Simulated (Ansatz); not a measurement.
`C=COB(O)Cl` + HCl → `C=CCl` + `OB(O)Cl`  (substitution at a C–O bond)

Calculated with Ansatz (gas phase, PBE0-D4/def2-TZVP geometries, no zero-point term in ΔE). CCSD(T)/CBS is the MP2 limit (def2-TZVPP, def2-QZVPP) plus CCSD(T) − MP2 in def2-TZVPP, frozen cores. This one scheme is used for every species. DFT in def2-TZVPP. One conformer a species, not always the lowest.

```csv
species,r2SCAN energy (Eh)
`C=COB(O)Cl`,-714.19357
HCl,-460.78587
`C=CCl`,-538.15166
`OB(O)Cl`,-636.83238
```

Q: Work out ΔE.

A: ΔE = (-538.15166) + (-636.83238) − (-714.19357) − (-460.78587) = -0.00460 Eh = -12.1 kJ/mol. CCSD(T)/CBS gives -11.9 kJ/mol.

Largest T1 diagnostic among the species: 0.012.

In def2-TZVPP, CCSD(T) changes the Hartree–Fock value by −3.6 kJ/mol (the triples alone add −0.8 kJ/mol) and MP2 by −8.7 kJ/mol.
